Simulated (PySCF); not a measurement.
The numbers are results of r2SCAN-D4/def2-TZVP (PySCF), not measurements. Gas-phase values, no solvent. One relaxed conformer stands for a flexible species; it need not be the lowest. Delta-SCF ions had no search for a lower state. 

Reference species (SMILES): `CNC#N` (neutral, multiplicity 1).

```
Quantity                                  Result
--------------------------------------  --------
vertical ionisation energy (Delta-SCF)   9.76 eV
HOMO                                    -6.43 eV
```

Changed species: `N=C=CN`.

**Question.** Give the shifts of the vertical ionisation energy (Delta-SCF) and HOMO.

**Answer.** the vertical ionisation energy (Delta-SCF) decreases by 1.76 eV, to 8.00 eV; the HOMO goes up by 1.61 eV, to -4.82 eV.
